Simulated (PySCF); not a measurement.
Species: cyclo-(H2SnNH)3.
Bonds: Sn1–N4, Sn1–N12, N4–Sn5, Sn5–N8, N8–Sn9, Sn9–N12. Hydrogens: H2, H3 on Sn1; H13 on N4; H6, H7 on Sn5; H14 on N8; H10, H11 on Sn9; H15 on N12.

Method: PBE0-D3(BJ)/def2-SVP geometry optimisation, gas phase, def2 core potentials past Kr (PySCF 2.14.0); density fitting, grid level 1; the optimiser is geomeTRIC in internal coordinates, started from a GFN2-xTB structure with every atom displaced at random (about 0.03 Å).

Step 6: E = -22101.8135 eV
```
atom  x, y, z in Å  |  force x, y, z in eV/Å
Sn1    -1.8617   -0.5963   -0.7376    0.020  -0.101   0.029
H2     -3.5080   -0.1783   -0.4933    0.018  -0.006  -0.017
H3     -1.5850   -1.8634   -1.8584   -0.025   0.029  -0.015
N4     -0.8327    1.0251   -1.4323    0.124   0.155  -0.044
Sn5     1.1815    1.2725   -1.1262   -0.046   0.015  -0.070
H6      2.0164    0.3126   -2.2739   -0.026  -0.019   0.036
H7      1.5063    2.9537   -1.2356    0.026  -0.012   0.010
N8      1.7099    0.6007    0.7336    0.078   0.030  -0.041
Sn9     0.9080   -1.1157    1.5118    0.020  -0.012   0.040
H10     1.0725   -1.0687    3.2196   -0.020  -0.003  -0.013
H11     1.7265   -2.4234    0.7700   -0.024   0.009  -0.038
N12    -1.0787   -1.2563    1.0391   -0.022   0.001   0.039
H13    -1.3164    1.9168   -1.3182   -0.078  -0.124   0.057
H14     1.6980    1.3647    1.4093   -0.035  -0.010   0.039
H15    -1.6693   -1.0199    1.8360   -0.010   0.047  -0.012
```

Step 7: E = -22101.8266 eV
```
atom  x, y, z in Å  |  force x, y, z in eV/Å
Sn1    -1.8455   -0.5980   -0.7381    0.033  -0.134   0.004
H2     -3.5052   -0.2254   -0.5223    0.010  -0.005  -0.025
H3     -1.4864   -1.8429   -1.8610   -0.045   0.034   0.011
N4     -0.8502    1.0521   -1.4274    0.231   0.126   0.014
Sn5     1.1804    1.2480   -1.1294   -0.103   0.032  -0.090
H6      1.9833    0.2116   -2.2323   -0.043  -0.002   0.043
H7      1.5495    2.9145   -1.3013    0.027  -0.018   0.008
N8      1.6983    0.6334    0.7573    0.014   0.016  -0.028
Sn9     0.9050   -1.1107    1.4933    0.020  -0.072   0.034
H10     1.1044   -1.1237    3.1985   -0.028   0.003  -0.028
H11     1.7089   -2.3835    0.6791   -0.021   0.013  -0.025
N12    -1.0968   -1.2671    1.0572    0.038   0.095   0.053
H13    -1.3043    1.9370   -1.1949   -0.101  -0.098   0.030
H14     1.5747    1.3980    1.4225    0.004   0.000   0.027
H15    -1.6488   -0.9193    1.8429   -0.035   0.010  -0.028
```

**Question.** Estimate the geometry and energy of step 8. (The exact step hangs on the optimiser's Hessian estimate; all steps are aligned on step 7, rigid shifts and turns removed.)

**Answer.** E = -22101.8349 eV, largest force 0.194 eV/Å
```
atom  x, y, z in Å  |  force x, y, z in eV/Å
Sn1    -1.8336   -0.6089   -0.7408    0.025  -0.082  -0.004
H2     -3.4994   -0.2490   -0.5491    0.013  -0.009  -0.021
H3     -1.4537   -1.8453   -1.8644   -0.031   0.017   0.022
N4     -0.8541    1.0597   -1.4203    0.161   0.102   0.037
Sn5     1.1779    1.2501   -1.1303   -0.096   0.012  -0.019
H6      1.9593    0.1846   -2.2190   -0.034   0.003   0.026
H7      1.5749    2.9084   -1.3137    0.014  -0.019   0.000
N8      1.7026    0.6421    0.7612   -0.032   0.002  -0.020
Sn9     0.9058   -1.1069    1.4900    0.003  -0.055  -0.011
H10     1.1150   -1.1395    3.1927   -0.016   0.001  -0.021
H11     1.6861   -2.3732    0.6431   -0.014   0.015  -0.007
N12    -1.1024   -1.2552    1.0700    0.053   0.094   0.043
H13    -1.3218    1.9270   -1.1486   -0.040  -0.082   0.005
H14     1.5583    1.4020    1.4287    0.020   0.005   0.005
H15    -1.6477   -0.8720    1.8444   -0.026  -0.005  -0.034
```

The energy changes by -0.0083 eV. The first-order estimate −F·Δx gives -0.0113 eV and the mean of the old and new forces, exact on a quadratic surface, -0.0087 eV. The step makes an angle of 76° with the force vector and moves no atom by more than 0.051 Å.

The cost below is that of the whole optimisation. The run took 5.2 min on an Arm Neoverse V1 with one thread, shared host with 32 logical CPUs at a one-minute load of 30, and the process peaked at 0.70 GiB of memory.
